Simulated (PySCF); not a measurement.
revPBE on Al⁻ (aluminium, charge -1), [Ne] 3s2 3p2, high-spin 3P determinant. Calculation: PySCF 2.14, in aug-cc-pV(Q+d)Z; no relativity, point nucleus.

```
cycle= 1 E= -242.340382965399  delta_E= -0.00672  |g|= 0.0244  |ddm|= 12.2
cycle= 2 E= -242.340379542536  delta_E= 3.42e-06  |g|= 0.0103  |ddm|= 0.268
cycle= 3 E= -242.34033593011  delta_E= 4.36e-05  |g|= 0.0118  |ddm|= 0.127
cycle= 4 E= -242.340668604397  delta_E= -0.000333  |g|= 0.000528  |ddm|= 0.0504
cycle= 5 E= -242.340669278518  delta_E= -6.74e-07  |g|= 6.43e-05  |ddm|= 0.00592
cycle= 6 E= -242.340669289949  delta_E= -1.14e-08  |g|= 2.95e-06  |ddm|= 0.00107
cycle= 7 E= -242.340669289965  delta_E= -1.57e-11  |g|= 1.05e-06  |ddm|= 4.12e-05
converged SCF energy = -242.340669289965  <S^2> = 2.0046152  2S+1 = 3.0030752
```

Highest occupied orbital energy: 1.284 eV; ⟨L²⟩ = 2.02; populations by l: s 6.00, p 8.00, d 0.00, f 0.00.

Q: Can this result be used?

A: With care. Self-consistency was reached. At revPBE the highest occupied level has a positive energy, so only the finite basis holds that electron; in a semilocal or global hybrid functional this comes from self-interaction and does not mean that the real anion is unbound.
